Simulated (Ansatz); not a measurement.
Relaxation of CH₇FOSi₂ (12 atoms, charge 0, multiplicity 1), to a largest force component of 0.02 eV/Å in at most 40 steps.

These are results of RKS r2SCAN-D4/STO-3G (Ansatz 0.2.0), not measurements.

```xyz
12
Properties=species:S:1:pos:R:3
Si 0.000 0.000 0.000
O 0.000 0.000 1.680
C -1.111 -0.344 2.494
H -1.814 -0.978 1.914
H -0.758 -0.904 3.386
H -1.631 0.581 2.821
H 1.377 0.000 -0.486
Si -1.046 1.812 -0.739
H -2.430 1.478 -1.061
H -1.022 2.844 0.293
H -0.374 2.307 -1.937
F -0.749 -1.297 -0.529
```

Task: Where does it end, and by what steps?

Result: It converged. The force dipped under the threshold on the way, but the program's further checks kept it going. Limits of this set-up: minimal basis. After 16 steps the energy has fallen by 0.487 eV; H6 moved furthest, 0.63 Å.

| step | energy less start (eV) | largest force component (eV/Å) | accepted |
| --- | --- | --- | --- |
| 0 | 0.0000 | 2.522 | yes |
| 1 | -0.3319 | 0.845 | yes |
| 2 | -0.4098 | 0.389 | yes |
| 3 | -0.4442 | 0.322 | yes |
| 4 | -0.4689 | 0.270 | yes |
| 5 | -0.4764 | 0.095 | yes |
| 6 | -0.4800 | 0.176 | yes |
| 7 | -0.4824 | 0.118 | yes |
| 8 | -0.4835 | 0.071 | yes |
| 9 | -0.4846 | 0.010 | yes |
| 10 | -0.4853 | 0.050 | yes |
| 11 | -0.4857 | 0.051 | yes |
| 12 | -0.4862 | 0.044 | yes |
| 13 | -0.4865 | 0.040 | yes |
| 14 | -0.4866 | 0.024 | yes |
| 15 | -0.4867 | 0.013 | yes |
| 16 | -0.4867 | 0.009 | yes |

```xyz
12
Properties=species:S:1:pos:R:3
Si 0.089 -0.045 0.026
O 0.189 -0.289 1.733
C -1.146 -0.327 2.322
H -1.785 -1.147 1.924
H -1.024 -0.501 3.409
H -1.712 0.624 2.197
H 1.488 0.020 -0.371
Si -1.073 1.819 -0.588
H -2.503 1.605 -0.545
H -0.765 2.930 0.284
H -0.728 2.210 -1.938
F -0.588 -1.401 -0.619
```

Whether the end is a true minimum wasn't checked by a vibrational analysis.

Time of the run: 28 s on 1 thread of AMD EPYC 9R45 96-Core Processor (Zen 5) (shared host), peak memory 0.19 GiB.
